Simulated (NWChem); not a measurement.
# CH₃Si, doublet; SMILES [SiH]=C

```xyz
5

C      0.0083     1.1033     0.0000
Si    -0.0927    -0.6075     0.0000
H     -0.8687     1.7561     0.0000
H      0.9841     1.6048     0.0000
H      1.1332    -1.4764     0.0000
```
Atoms are numbered in this order, from 1.

Program: NWChem. Spin-unrestricted. Coordinates come from a PBE0/def2-SVP, spin-unrestricted optimisation. No stability test was run on the SCF state.

Problem. Predict the results for CAM-B3LYP/def2-TZVPD. Quantities: highest occupied level (eV); lowest empty minus highest occupied level, either spin (eV); dipole (D).

Solution. 
```json
{
 "highest occupied level (eV)": "-7.83",
 "lowest empty minus highest occupied level, either spin (eV)": "5.51",
 "dipole (D)": "0.81"
}
```
